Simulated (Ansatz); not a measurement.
Hg₂S₃. The state is a singlet with charge 0. Geometry r2SCAN-D4/def2-SVP; atoms count from 1.

```xyz
5

Hg   -1.026   -0.780    0.929
Hg    0.926   -0.295   -1.256
S    -0.224   -2.410   -0.735
S    -0.789    1.705    0.944
S     1.113    1.780    0.118
```

In the def2 sets Hg takes a core potential; there is no spin–orbit coupling. The structure comes from a short search, and lower isomers may exist.

Q: Estimate the Mulliken populations from the PBE0/def2-TZVP orbitals of Ansatz.

A: 
```
atom  charge (e)  d electrons
 Hg1        0.49         9.90
 Hg2        0.50         9.90
  S3       -0.51            –
  S4       -0.24            –
  S5       -0.24            –
```
Mulliken values and Mayer orders depend strongly on the basis.

Q: And the Mayer bond orders between bonded heavy atoms (over 0.3)?

A: Hg1–S3 0.88 (2.46 Å); Hg1–S4 0.82 (2.50 Å); Hg2–S3 0.88 (2.46 Å); Hg2–S5 0.82 (2.50 Å); S4–S5 1.17 (2.07 Å).
